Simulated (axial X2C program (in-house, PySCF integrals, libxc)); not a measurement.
## Low determinants of SbCl⁺ at the PBE0 level, with spin–orbit coupling

Computed with an in-house relativistic program for diatomic molecules. Two-component (2c) means X2C with spin–orbit coupling and atomic mean-field two-electron Coulomb and Gaunt terms. Basis: Sb dyall-cv3z [11s12p8d4f1g], Cl dyall-av3z [9s8p3d2f] (cores contracted in-house); Gaussian nuclei, density fitting, unrestricted open shells. Masses: Sb 120.904 u, Cl 34.969 u.

Search at 2.250 Å (vertical energies from the lowest determinant):

```json
{"ΔE (eV)": "0.00", "state": "Ω = 1/2", "electrons beyond evenly filled partner blocks": "ω = 1/2", "electrons in ±ω = 1/2, 3/2, 5/2, 7/2": "45 18 4 0"}
{"ΔE (eV)": "0.44", "state": "Ω = 3/2", "electrons beyond evenly filled partner blocks": "ω = 3/2", "electrons in ±ω = 1/2, 3/2, 5/2, 7/2": "44 19 4 0"}
{"ΔE (eV)": "3.74", "state": "Ω = 5/2", "electrons beyond evenly filled partner blocks": "ω = -1/2, 2 × ω = 3/2", "electrons in ±ω = 1/2, 3/2, 5/2, 7/2": "45 18 4 0"}
{"ΔE (eV)": "3.83", "state": "Ω = 1/2", "electrons beyond evenly filled partner blocks": "2 × ω = -1/2, ω = 3/2", "electrons in ±ω = 1/2, 3/2, 5/2, 7/2": "44 19 4 0"}
{"ΔE (eV)": "4.22", "state": "Ω = 3/2", "electrons beyond evenly filled partner blocks": "ω = 3/2", "electrons in ±ω = 1/2, 3/2, 5/2, 7/2": "46 17 4 0"}
{"ΔE (eV)": "4.68", "state": "Ω = 7/2", "electrons beyond evenly filled partner blocks": "ω = 1/2, 2 × ω = 3/2", "electrons in ±ω = 1/2, 3/2, 5/2, 7/2": "45 18 4 0"}
{"ΔE (eV)": "4.77", "state": "Ω = 5/2", "electrons beyond evenly filled partner blocks": "2 × ω = 1/2, ω = 3/2", "electrons in ±ω = 1/2, 3/2, 5/2, 7/2": "44 19 4 0"}
```

Lowest determinant, Ω = 1/2 (⟨Sz⟩ = -0.49, ⟨Lz⟩ = 0.99 at PBE0): Re = 2.243 Å, ωe = 448.5 cm⁻¹.

The determinant in row 2 of the search, Ω = 3/2 (⟨Sz⟩ = 0.50, ⟨Lz⟩ = 1.00 at PBE0), was followed along the bond at PBE0; measured from the minimum of the lowest determinant it gives:

Te = 0.442 eV (3563 cm⁻¹), Re = 2.240 Å, ωe = 449.7 cm⁻¹.

(1) Compare the bond of the determinant in row 2 with that of the lowest one.

The search compares states at one distance, so a state with another bond length can lie lower; it is not exhaustive and yields mostly the lowest determinant of each block pattern, so other components and higher states of one pattern are missing. These are energies of single determinants, not of spin-adapted states; PBE0 term energies can be off by some tenths of an eV, and the functional has no current term.

## Answers

(1) At PBE0 its Re is 0.003 Å shorter and its force constant, which goes as ωe², is 1.01 times that of the lowest determinant. T0 ≈ Te + Δωe/2 = 3563 + (1) = 3564 cm⁻¹.
